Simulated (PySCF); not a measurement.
Constitutional and geometric isomers with formula C4H8Si. Gas-phase values, no solvent. One relaxed conformer stands for each flexible species; it need not be the lowest. Strings in code marks are SMILES.

The dipole moment from two functionals at the same geometries (B3LYP-D3(BJ)/def2-TZVP), both in PySCF: PBE-D3(BJ)/def2-TZVP and B3LYP-D3(BJ)/def2-TZVP. B3LYP has the VWN-RPA correlation part, as in Gaussian. 

| species | PBE-D3(BJ)/def2-TZVP (D) | B3LYP-D3(BJ)/def2-TZVP (D) |
|---|---|---|
| `[SiH3]C1=CCC1` | 1.06 | 0.99 |
| `CC1[Si@@H](C)C=1` | 0.83 | 0.75 |
| `C[C@@H]1CC1=[SiH2]` | 0.25 | 0.12 |
| `C=C=[Si](C)C` | 1.58 | 1.68 |
| `C1CC12C[SiH2]2` | 0.28 | 0.14 |

Over these rows, drawn at random from the members with no instability flagged (it was tested for open shells, ions and some series alone), PBE minus B3LYP-D3(BJ): mean +0.06 D, from -0.10 D to +0.14 D.
